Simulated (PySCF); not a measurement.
## Eu (europium, neutral) across methods

[Xe] 4f7 6s2, high-spin 8S determinant. Computed with PySCF 2.14 in cc-pVDZ-X2C, with scalar relativity by spin-free X2C-1e.

```csv
method,E (hartree),mean ε 4f α (eV),mean ε 6s α (eV),mean ε 6s β (eV),Σ⟨r²⟩ (bohr²),⟨S²⟩
PBE0,-10843.26,-6.510,-4.209,-3.977,83.46,15.757
UHF,-10839.59905,-14.470,-5.011,-4.798,88.29,15.761
PBE,-10843.32,-3.822,-3.739,-3.477,82.85,15.757
LDA,-10835.41,-3.968,-3.879,-3.618,81.71,15.756
r2SCAN,-10843.62,-4.186,-3.846,-3.455,84.31,15.768
```

Spin-orbit coupling, which splits the p, d and f shells strongly at this Z, is absent.
